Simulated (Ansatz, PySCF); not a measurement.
Si(Me)2(OH)(SH) (C2H8OSSi), SMILES C[Si](C)(O)S. Atoms are numbered in the order given.

```xyz
13

C     -1.5190    -1.2751    -0.1367
Si    -0.0142    -0.3061     0.3936
C      1.5601    -1.3199     0.3100
O     -0.3514     0.2097     1.9503
S      0.3566     1.3884    -0.9128
H     -2.4226    -0.6462    -0.1067
H     -1.6801    -2.1308     0.5395
H     -1.3967    -1.6570    -1.1619
H      1.4827    -2.1932     0.9781
H      2.4389    -0.7312     0.6185
H      1.7397    -1.6848    -0.7140
H      0.2626     0.8534     2.3237
H     -0.8766     1.9235    -0.7553
```
Charge 0, spin multiplicity 1.

Coordinates come from a B3LYP-D3(BJ)/def2-SVP optimisation. The values are those of a single conformer.

Two levels are set side by side: PBE-D3(BJ)/def2-SVP (Ansatz, a program for electronic structure) and B3LYP-D3(BJ)/def2-SVP (Ansatz). Each level has its own optimised geometry; the coordinates shown are those of the second. Frequencies come from the Hessian of PySCF at each geometry. Differences are taken from unrounded values.

```json
[
 {"quantity": "mean bond length (Å)", "B3LYP-D3(BJ)": "1.376"},
 {"quantity": "bond C1–Si2 (Å)", "B3LYP-D3(BJ)": "1.867"},
 {"quantity": "bond Si2–C3 (Å)", "B3LYP-D3(BJ)": "1.874"},
 {"quantity": "bond Si2–O4 (Å)", "B3LYP-D3(BJ)": "1.674"},
 {"quantity": "bond Si2–S5 (Å)", "B3LYP-D3(BJ)": "2.172"},
 {"quantity": "bond C1–H6 (Å)", "B3LYP-D3(BJ)": "1.101"},
 {"quantity": "bond C1–H7 (Å)", "B3LYP-D3(BJ)": "1.102"},
 {"quantity": "bond C1–H8 (Å)", "B3LYP-D3(BJ)": "1.101"},
 {"quantity": "bond C3–H9 (Å)", "B3LYP-D3(BJ)": "1.102"},
 {"quantity": "bond C3–H10 (Å)", "B3LYP-D3(BJ)": "1.102"},
 {"quantity": "bond C3–H11 (Å)", "B3LYP-D3(BJ)": "1.102"},
 {"quantity": "bond O4–H12 (Å)", "B3LYP-D3(BJ)": "0.965"},
 {"quantity": "bond S5–H13 (Å)", "B3LYP-D3(BJ)": "1.354"},
 {"quantity": "highest harmonic wavenumber (cm⁻¹)", "B3LYP-D3(BJ)": "3866"},
 {"quantity": "mean harmonic wavenumber (cm⁻¹)", "B3LYP-D3(BJ)": "1295"},
 {"quantity": "zero-point energy (kcal/mol)", "B3LYP-D3(BJ)": "61.11"}
]
```

Question: What does PBE-D3(BJ) give, and how far is it from B3LYP-D3(BJ)? (An estimate is asked for; the answer gives what the named calculation found.)

Answer: 
```tsv
quantity	PBE-D3(BJ)	PBE-D3(BJ) minus B3LYP-D3(BJ)
mean bond length (Å)	1.384	0.008
bond C1–Si2 (Å)	1.873	0.006
bond Si2–C3 (Å)	1.881	0.007
bond Si2–O4 (Å)	1.688	0.014
bond Si2–S5 (Å)	2.177	0.005
bond C1–H6 (Å)	1.108	0.007
bond C1–H7 (Å)	1.110	0.007
bond C1–H8 (Å)	1.108	0.007
bond C3–H9 (Å)	1.109	0.007
bond C3–H10 (Å)	1.109	0.007
bond C3–H11 (Å)	1.109	0.007
bond O4–H12 (Å)	0.974	0.009
bond S5–H13 (Å)	1.363	0.009
highest harmonic wavenumber (cm⁻¹)	3755	-111
mean harmonic wavenumber (cm⁻¹)	1263	-32
zero-point energy (kcal/mol)	59.60	-1.51
```

GGA bonds tend to be longer and softer than those of functionals with exact exchange. Differences between two approximate levels are no errors against the true value.
